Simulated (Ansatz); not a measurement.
`[SiH3]C[SiH2][GaH2]`. The species carries charge 0 and has multiplicity 1. Correlated methods include outer-core shells of Ga, which these sets cover unevenly. Scalar relativity is left out up to krypton.

Z-matrix (Å, degrees):
```
Si
C 1 1.858
H 1 1.486 2 116.3
H 1 1.484 2 112.1 3 -127.5
H 1 1.522 2 107.1 3 117.2
Si 2 1.900 1 105.3 3 -165.2
H 2 1.093 1 112.5 3 70.5
H 2 1.095 1 108.6 3 -49.3
Ga 6 2.421 2 100.4 1 38.2
H 6 1.491 2 110.6 1 160.9
H 6 1.491 2 108.3 1 -81.8
H 9 1.576 6 117.5 2 70.0
H 9 1.571 6 123.7 2 -113.5
```

Give the diagnostics of a CCSD(T)/def2-TZVPP run (frozen core, Ansatz 0.2.0). (An estimate is asked.)

Computed: T1 = 0.0129, largest single amplitude 0.014, largest double 0.018, (T) share of the correlation energy 3.7 %, 8 CCSD cycles. The RHF solution is stable towards an unrestricted one. T1 lies under the customary mark of 0.02 for closed shells.
